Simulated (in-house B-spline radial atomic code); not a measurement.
**Binding energies in neutral krypton**

NIST's tabulated ground configuration is [Ar] 3d10 4s2 4p6; each binding energy is the energy of the ion with one electron taken from that subshell, relaxed, less that of the parent. Method: Dirac-Hartree-Fock, average of configuration, Fermi nucleus of rms radius 4.1884 fm. Calculated with a radial B-spline atomic code at the basis-set limit. Energies include first-order Breit, QED and recoil terms.

| subshell | X-ray name | binding energy (eV) | -ε (eV) | relaxation (eV) |
| --- | --- | --- | --- | --- |
| 1s | K | 14326.1 | 14413.5 | 54.5 |
| 2s | L1 | 1930.7 | 1961.4 | 27.8 |
| 2p1/2 | L2 | 1732.2 | 1765.3 | 30.3 |
| 2p3/2 | L3 | 1679.3 | 1711.0 | 29.8 |
| 3s | M1 | 295.9 | 305.4 | 9.2 |
| 3p1/2 | M2 | 225 | 234.6 | 9.2 |
| 3p3/2 | M3 | 217 | 226.2 | 9.0 |
| 3d3/2 | M4 | 93.42 | 102.79 | 9.37 |
| 3d5/2 | M5 | 92.19 | 101.41 | 9.28 |
| 4s | N1 | 30.99 | 32.32 | 1.30 |
| 4p1/2 | N2 | 13.68 | 14.74 | 1.05 |
| 4p3/2 | N3 | 13.01 | 14.00 | 0.98 |

Relaxation = -ε minus the binding energy without Breit, QED and recoil terms.

Emission lines follow as differences of binding energies, with λ = 12398.42 eV·Å / E:

```tsv
line	holes	energy (eV)	wavelength (Å)
K-L3	1s → 2p3/2	12646.8	0.98036
K-L2	1s → 2p1/2	12593.9	0.98448
K-M3	1s → 3p3/2	14109.1	0.87875
L3-M5	2p3/2 → 3d5/2	1587.1	7.8119
L2-M4	2p1/2 → 3d3/2	1638.8	7.5656
L1-M3	2s → 3p3/2	1713.7	7.2349
L3-M1	2p3/2 → 3s	1383.4	8.9623
```

(1) What screening constant σ does Moseley's law, E = (3/4)·13.6057 eV·(Z - σ)², need for K-L3?

(2) What does it cost to remove both a 3p1/2 and a 4p3/2 electron?

(3) What does it cost to remove both a 4s and a 4p3/2 electron?

(4) What does it cost to remove both a 3d3/2 and a 4s electron?

Answers

(1) σ = 0.80.

(2) 251.06 eV, which is 13.02 eV more than the two single binding energies together.

(3) 54.662 eV, which is 10.66 eV more than the two single binding energies together.

(4) 139.27 eV, which is 14.85 eV more than the two single binding energies together.
